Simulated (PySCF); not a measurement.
Vertical excitations of a molecule C4H7O2, multiplicity 2 from TDA-PBE/def2-SVPD (PySCF), as energy in eV (oscillator strength): 3.81 (0.001), 3.96 (0.008), 4.42 (0.007), 4.52 (0.014), 4.66 (0.033), 5.02 (0.006), 5.05 (0.012), 5.44 (0.004), 5.77 (0.020), 5.82 (0.018). Coordinates come from a PBE-D3(BJ)/def2-SVP optimisation. One conformer was computed; it need not be the lowest.

Which molecule gave these data?
(A) [CH2]COC(C)=O
(B) C[C](C)C(=O)O
(C) [CH2]C(=O)OCC
(D) [CH]1COCCO1

D, [CH]1COCCO1
